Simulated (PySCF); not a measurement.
SMILES [OH][SnH], singlet, B3LYP/def2-SVP optimised geometry.

```
4

Sn    -0.83    -1.23     0.00
H      0.99    -1.23     0.00
O     -0.99     0.77     0.00
H     -0.13     1.23     0.00
```

Density from B3LYP/def2-TZVP, def2 effective core potentials past Kr run with PySCF at that geometry. The core electrons that the potentials of Sn replace are not part of the density.

Minimum of the electron density along straight lines between bonded atoms, close to the bond critical point (lines longer than 1.1 times the sum of covalent radii, or with two minima, are not listed):

```csv
bond,length / Å,ρ at the minimum / e bohr⁻³,∇²ρ there / e bohr⁻⁵,position (fraction from the first atom)
Sn1–H2,1.816,0.094,0.07,0.62
Sn1–O3,2.014,0.108,0.43,0.51
O3–H4,0.968,0.354,-2.31,0.80
```
